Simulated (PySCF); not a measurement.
C7H12SSi.
Cartesian coordinates in Å at the PBE0-D3(BJ)/def2-SVP level; atoms count from 1:
```xyz
21
C7H12SSi angstrom
C     -1.5074   -1.9822    0.0863
C     -1.9413   -0.7371   -0.1097
C     -1.0911    0.4579   -0.4516
C     -1.3753    1.6549    0.4281
C     -1.9891    1.6241    1.6115
C      0.3863    0.1737   -0.4131
C      1.1875    0.2476   -1.4816
S      2.9220   -0.0333   -1.5965
Si     3.4600   -0.6151    0.4014
H     -0.4464   -2.2401    0.0178
H     -2.2051   -2.7930    0.3104
H     -3.0158   -0.5279   -0.0401
H     -1.3487    0.7534   -1.4872
H     -0.9880    2.6064    0.0455
H     -2.3711    0.6912    2.0369
H     -2.1261    2.5348    2.1999
H      0.7812   -0.0836    0.5771
H      0.7694    0.5122   -2.4598
H      2.7226   -1.8423    0.8262
H      4.9211   -0.8887    0.3062
H      3.1971    0.4748    1.3872
```

Method used: TDDFT wB97X-D/def2-SVPD, vertical, gas phase, core orbitals frozen in the response in PySCF.

Ground-to-excited transition dipoles (e·a0, same axes as the geometry; the sign carries no meaning), for the states with f of 0.002 or more among the lowest 8:

| state | E (eV) | μx | μy | μz |
| --- | --- | --- | --- | --- |
| S1 | 5.520 | 0.131 | -0.195 | -0.099 |
| S2 | 5.654 | -1.566 | 0.167 | 0.557 |
| S3 | 6.063 | -0.072 | 0.193 | 0.056 |
| S5 | 6.693 | -0.228 | 0.189 | 0.281 |
| S6 | 6.719 | -0.081 | 0.184 | 0.250 |
| S7 | 6.878 | -0.036 | -0.120 | -0.328 |
| S8 | 6.991 | -0.111 | 0.075 | 0.187 |

What oscillator strength does each state have?

f = (2/3) ΔE |μ|² with ΔE in hartree (27.2114 eV).

```csv
state,|μ|² (au),|μ| (D),f
S1,0.065,0.65,0.009
S2,2.791,4.25,0.387
S3,0.046,0.54,0.007
S5,0.166,1.04,0.027
S6,0.103,0.82,0.017
S7,0.123,0.89,0.021
S8,0.053,0.59,0.009
```

Which bond between heavy atoms lies closest to the direction of the S2 transition dipole?

C7–S8, at 16° from it; next C3–C6 at 21°.

What angle do the transition dipoles of S2 and S5 make?

|cos θ| = |μa·μb| / (|μa| |μb|) = 0.80, so θ ≈ 37° (taken between 0 and 90°, since the signs are arbitrary).

How is the summed strength of these states shared among x, y and z?

(2/3) Σ ΔE μα² gives 0.355 for x, 0.029 for y and 0.092 for z, 0.476 in all.

What peak molar absorption coefficient would the strongest computed level give as a lone Gaussian band 0.4 eV wide at half height?

ε(max) = 2.175×10⁸ f / FWHM, with the width in cm⁻¹. S2: 2.175×10⁸ × 0.3866 / 3226 ≈ 26000 L mol⁻¹ cm⁻¹.

The vertical ionisation energy (ΔSCF) is 8.35 eV, 1.36 eV above S8.

One conformer stands for the species.
